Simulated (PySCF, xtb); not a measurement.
Si(F)2(OH)(SeH) (F₂H₂OSeSi), SMILES F[Si]([SeH])(O)F. The values are those of a single conformer.

Harmonic wavenumbers (cm⁻¹) from GFN2-xTB run with xtb 6.7.1 at its own minimum, in rising order: 100, 134, 145, 204, 227, 238, 253, 426, 637, 754, 825, 923, 987, 2065, 3668.

### Question
What does PySCF 2.14.0 with PBE-D3(BJ)/def2-SVP give at its own minimum? (Estimate from the structure and the level; the computed values follow.)

### Answer
142, 160, 166, 248, 271, 297, 327, 458, 644, 784, 807, 953, 965, 2358, 3769. Paired by order, the mean absolute difference is 56 cm⁻¹ and the zero-point energies are 16.6 and 17.7 kcal/mol.
